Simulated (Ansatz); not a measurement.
Geometry optimisation, RKS B3LYP-D4/def2-SVP in Ansatz 0.2.0.

Input:

```yaml
crystal:
  periodic: [false, false, false]
  atoms:
    - { symbol: F, position_ang: [-1.611, -1.6127, 1.6582] }
    - { symbol: B, position_ang: [-0.811, -0.7701, 0.798] }
    - { symbol: Si, position_ang: [1.0203, -1.2514, 0.5359] }
    - { symbol: Al, position_ang: [-1.4858, 0.9102, -0.1579] }
    - { symbol: As, position_ang: [-0.089, 2.2258, -1.5996] }
    - { symbol: H, position_ang: [1.9077, -0.1324, 1.0073] }
    - { symbol: H, position_ang: [1.3289, -1.4985, -0.8741] }
    - { symbol: H, position_ang: [1.3914, -2.4496, 1.3169] }
    - { symbol: H, position_ang: [-3.0855, 1.3319, 0.0813] }
    - { symbol: H, position_ang: [1.0425, 2.2353, -0.4787] }
    - { symbol: H, position_ang: [0.4569, 0.9543, -2.2667] }
basis:
  gaussian: { orbitals: def2-SVP }
hamiltonian:
  xc: b3lyp
  dispersion: d4
relax:
  f_tol: 0.015
  max_steps: 40
output:
  orbitals: {}
```

Launched with:

```bash
$ ansatz run input.yaml --threads 2 --pin off --max-ram 3072MiB --backend cpu --events-out ev --progress --plain --runs-dir out
```

Q: Where does it end, and by what steps?

A: It converged. After 37 steps the energy has fallen by 0.754 eV; H10 moved furthest, 1.82 Å.

| step | energy less start (eV) | largest force component (eV/Å) | accepted |
| --- | --- | --- | --- |
| 0 | 0.0000 | 2.633 | yes |
| 2 | -0.6074 | 0.419 | yes |
| 4 | -0.6157 | 0.039 | yes |
| 6 | -0.6166 | 0.034 | yes |
| 8 | -0.6287 | 0.140 | yes |
| 10 | -0.6477 | 0.300 | yes |
| 12 | -0.6693 | 0.460 | yes |
| 14 | -0.6975 | 0.195 | yes |
| 16 | -0.7209 | 0.118 | yes |
| 18 | -0.7351 | 0.247 | yes |
| 20 | -0.7441 | 0.164 | yes |
| 22 | -0.7470 | 0.124 | yes |
| 24 | -0.7497 | 0.058 | yes |
| 26 | -0.7518 | 0.145 | yes |
| 28 | -0.7528 | 0.081 | yes |
| 30 | -0.7531 | 0.065 | yes |
| 32 | -0.7538 | 0.034 | yes |
| 34 | -0.7540 | 0.018 | yes |
| 36 | -0.7541 | 0.020 | yes |
| 37 | -0.7541 | 0.014 | yes |

```xyz
11
Properties=species:S:1:pos:R:3
F -1.660 -1.966 0.253
B -0.758 -0.999 0.433
Si 1.146 -1.570 0.970
Al -1.249 1.069 0.060
As -0.856 2.044 -2.160
H 1.825 -0.453 1.700
H 1.933 -1.813 -0.283
H 1.209 -2.803 1.813
H -1.854 2.033 1.174
H -0.068 3.205 -1.550
H 0.397 1.195 -2.388
```

Time of the run: 3.1 min on 2 threads of Arm Neoverse V1, on a shared host, peak memory 0.34 GiB.
